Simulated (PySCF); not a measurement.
**Fractional electron number in O⁺ (oxygen, charge +1)**

The 2p alpha orbital of [He] 2s2 2p3 is emptied in steps (occupation f), with all orbitals relaxed, ending at [He] 2s2 2p2. Computed with PySCF 2.14 in def2-SVP (3s2p1d, 14 functions), with the non-relativistic Hamiltonian (point nucleus). The exact energy is a straight line in f; departures are measured from the line between the end points of the same method.

```tsv
f	UHF (eV)	LDA (eV)	PBE (eV)	PBE0 (eV)	r2SCAN (eV)	LC-wPBE (eV)	BHandHLYP (eV)	wB97X (eV)	TPSS (eV)	MN15 (eV)
1	0.000	0.000	0.000	0.000	0.000	0.000	0.000	0.000	0.000	0.000
0.8	0.255	-1.470	-1.433	-1.015	-1.297	-0.589	-0.599	-0.594	-1.384	-0.892
0.6	0.374	-2.217	-2.154	-1.523	-1.931	-0.884	-0.899	-0.889	-2.080	-1.337
0.4	0.365	-2.228	-2.155	-1.521	-1.914	-0.881	-0.898	-0.881	-2.079	-1.336
0.2	0.237	-1.490	-1.434	-1.011	-1.267	-0.581	-0.598	-0.576	-1.382	-0.887
0	0.000	0.000	0.000	0.000	0.000	0.000	0.000	0.000	0.000	0.000
```

```csv
method,E(f=0) − E(f=1) (eV),−ε at f=1 (eV),−ε at f=0.4 (eV)
UHF,34.727,36.362,34.379
LDA,35.757,26.622,37.568
PBE,35.459,26.534,37.262
PBE0,35.485,29.150,36.769
r2SCAN,35.636,27.491,37.313
LC-wPBE,35.645,31.974,36.406
BHandHLYP,35.308,31.567,36.063
wB97X,35.230,31.522,36.024
TPSS,35.409,26.780,37.155
MN15,35.387,29.816,36.514
```

Orbital energy along the path (eV):

```csv
f,UHF,LDA,PBE,PBE0,r2SCAN,LC-wPBE,BHandHLYP,wB97X,TPSS,MN15
1,-36.362,-26.622,-26.534,-29.150,-27.491,-31.974,-31.567,-31.522,-26.780,-29.816
0.8,-35.653,-30.201,-30.065,-31.673,-30.814,-33.428,-33.058,-33.003,-30.202,-32.042
0.6,-34.993,-33.853,-33.649,-34.218,-34.107,-34.913,-34.559,-34.512,-33.668,-34.277
0.4,-34.379,-37.568,-37.262,-36.769,-37.313,-36.406,-36.063,-36.024,-37.155,-36.514
0.2,-33.809,-41.325,-40.861,-39.300,-40.418,-37.864,-37.557,-37.465,-40.624,-38.742
0,-33.279,-45.087,-44.371,-41.759,-43.522,-39.211,-39.030,-38.705,-43.977,-40.869
```

Reference removal energy between the ground levels: 35.121 eV (measured; NIST Atomic Spectra Database, ionization energies). The calculation has no spin-orbit coupling. UHF lacks correlation.
